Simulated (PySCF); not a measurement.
## Correlation energy of B³⁺ (boron, charge +3)

Starting occupation: 1s2. All numbers are calculated (PySCF 2.14, X2C-1e with screened-nucleus spin-orbit coupling, Gaussian nucleus, in x2c-TZVPPall-2c with one added diffuse shell each of s, p, d type (6s4p3d1f, 40 functions)). Frozen: nothing; 2 electrons correlated.

Total MP2 correlation energy: -13.59 mhartree.

With two correlated electrons CCSD is exact within the correlated space (frozen core and kept virtual orbitals).

| level | correlation energy (mhartree) |
| --- | --- |
| CCSD | -14.94 |

Diagnostics: T1 = 0.00046, largest double amplitude 0.015.

Question: Is a single reference adequate?

Answer: Yes: T1 lies below 0.03 and no double amplitude reaches 0.07.

This basis was not built for core-valence correlation, so the inner-shell part is incomplete.
